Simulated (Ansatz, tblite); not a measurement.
Forces on the cluster ReS2 at its PBE0-D4/def2-TZVP geometry. Total charge 0; doublet.

In the def2 sets Re takes a core potential; there is no spin–orbit coupling. The xTB rows come from tblite. B3LYP takes the VWN-RPA correlation. At B3LYP-D4/def2-TZVP, PBE0-D4/def2-TZVP the charge 0 doublet is spin-contaminated (final ⟨S²⟩ up to 1.49, 0.75 for a pure state). The order of the spin states hangs on the level: the quartet lies 0.46 eV below the doublet at PBE0-D4/def2-TZVP, but 0.54 eV above it at GFN2-xTB. The structure comes from a short search, and lower isomers may exist.

GFN2-xTB (tblite), largest force 2.39 eV/Å:

```xyz
3
positions Å, forces eV/Å
Re    0.113   -0.552   -0.450    0.374   -1.829   -1.491
S    -1.711   -0.284    0.498   -1.737    0.390    1.001
S     1.598    0.836   -0.048    1.363    1.440    0.490
```

B3LYP-D4/def2-TZVP (Ansatz), largest force 0.71 eV/Å:

```
Re 0.111 -0.542 -0.442
S -0.623 0.079 0.314
S 0.512 0.463 0.127
```

PBE0-D4/def2-TZVP (Ansatz), largest force 0.22 eV/Å:

```
Re 0.017 -0.082 -0.067
S -0.212 -0.028 0.067
S 0.195 0.110 0.000
```
